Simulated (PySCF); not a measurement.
F5Si2 (SMILES F[Si](F)[Si](F)(F)F), doublet, geometry from GFN2-xTB. Base run: B3LYP/STO-3G (PySCF).

Geometry (Å):
```xyz
7

F      1.9207    -1.4549    -0.0016
Si     1.2912    -0.0462    -0.4550
F      2.1789     0.9036     0.4916
Si    -0.8980     0.0872     0.0529
F     -1.6466    -0.1213     1.4420
F     -1.3991     1.5220    -0.3987
F     -1.6657    -0.9132    -0.9079
```
Charge 0, spin multiplicity 2.
Orbitals are unrestricted.
All else is at PySCF's defaults.
Base energy -1064.23938 Eh.

The base run was repeated with changes; each row names its change, and settings that it needs were set with it.

```csv
change,ΔE vs base (mEh),grid points,electrons on the grid
base,0.000,109672,72.99998
small_rho_cutoff = 0,0.000,109672,72.99998
grids.level = 1,0.118,39328,72.99941
grids.radi_method = gauss_chebyshev,-0.003,107096,72.99999
grids.prune = dft.gen_grid.sg1_prune,0.159,44536,72.99936
grids.radi_method = delley,-0.001,114920,72.99998
"grids.atom_grid = (50, 194)",0.127,45848,72.99941
"grids.atom_grid = (150, 974)",-0.011,550024,73.00000
grids.level = 0,-108.1,8680,73.04214
grids.prune = off,-0.001,182696,72.99999
"grids.atom_grid = (30, 110)",-1.026,17224,73.00315
```

Open shells are given as the SCF converged; they aren't shown to be the lowest states, and a large step between rows can be another state.
